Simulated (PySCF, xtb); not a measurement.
bromo(trichloro)methane (CBrCl₃), SMILES ClC(Cl)(Cl)Br.

Harmonic wavenumbers (cm⁻¹) from GFN2-xTB run with xtb 6.7.1 at its own minimum, in rising order: 165, 165, 206, 252, 253, 392, 577, 633, 633.

Q: What does PySCF with PBE0-D3(BJ)/def2-SVP give at its own minimum? (An estimate is asked for; the answer gives what the named calculation found.)

A: 192, 192, 251, 300, 300, 436, 733, 794, 794. Paired by order, the mean absolute difference is 79 cm⁻¹ and the zero-point energies are 4.7 and 5.7 kcal/mol.
